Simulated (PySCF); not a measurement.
**Worked example: refractive index and permittivity of the vapour**

C3H8FNSi, SMILES C(=N\CC)/[SiH2]F.

The structure is a stationary point at PBE0-D3(BJ)/def2-SVP. The structure was generated by enumeration; whether it is a known compound was not checked. The values are those of a single conformer.

PBE/def2-TZVP in PySCF gives a mean static polarisability of 74.3 bohr³ and a dipole moment of 1.94 D. Take an ideal gas at 298.15 K and 0.1 bar, whether or not the substance is that volatile.

Q: Work out n − 1 in the optical limit and the static ε − 1.

A: 
Polarisability volume α' = 74.3 × 0.148185 = 11.01 Å³. Number density N = p/kT = 2.43e-6 Å⁻³.
Dilute limit of Lorentz–Lorenz: n − 1 = 2π N α' = 0.00017.
Orientation term of Debye: μ²/(3kT) = 8.098 Å³ × μ²(D²) = 30.48 Å³.
ε − 1 = 4π N (α' + μ²/3kT) = 0.0013. Orientation of the dipole supplies 73 % of the static response; it can't follow optical fields. Vibrational polarisation and dispersion are left out.
